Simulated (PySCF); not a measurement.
Planning a geometry optimisation on `[I][Ti]([I])([I])[I]`.

Method: PBE0-D3(BJ)/def2-SVP geometry optimisation, gas phase, def2 core potentials past Kr (PySCF 2.14.0). Work: geometry optimisation from a GFN2-xTB start shaken at random, density fitting. The command runs a driver script over a list of jobs; the input below is this job's line of settings and its coordinates in Å.

Command:
```bash
OMP_NUM_THREADS=1 python probes_run.py task.json out
```

Input:
```
{"job": {"xc": "PBE0", "basis": "def2-SVP", "d3": "d3bj", "grid": 1, "maxiter": 40, "shake": 0.03, "kind": "geom"}, "charge": 0, "multiplicity": 1}
Ti     0.061330    -0.076750     0.012510
I     -0.006790    -0.029880     2.635950
I      2.427520     0.003320    -0.916450
I     -1.153660     2.167320    -0.873240
I     -1.253550    -2.174490    -0.920890
```

Hardware: one thread, Arm Neoverse N1 (aarch64), shared host with 64 logical CPUs at a one-minute load of 29. PySCF's memory limit was set to 2400 MB.

Problem. How large is the basis?

Solution. 135 functions.

Problem. What wall time should be expected on this hardware?

Solution. About 3.2 min. The run took 6 energy-and-gradient evaluations and 49 SCF cycles, 32 s an evaluation on average.

Problem. How much memory does it need at the peak?

Solution. About 0.64 GiB. Peak memory is the resident size of the whole Python process, interpreter and libraries included.

The output:
```
step   0  E = -2040.24561270  max force = 0.025532
step   1  E = -2040.25685327  max force = 0.005608
step   2  E = -2040.25706439  max force = 0.002110
step   3  E = -2040.25718344  max force = 0.000889
step   4  E = -2040.25723858  max force = 0.000540
step   5  E = -2040.25723952  max force = 0.000096
optimisation converged
```

Energies in Eh; «max force» is the largest Cartesian gradient component in Eh/bohr.

The host was shared with other jobs, so the times are rough.

The run converged: final energy -2040.25724 Eh after 5 steps; dipole 0.02 D.
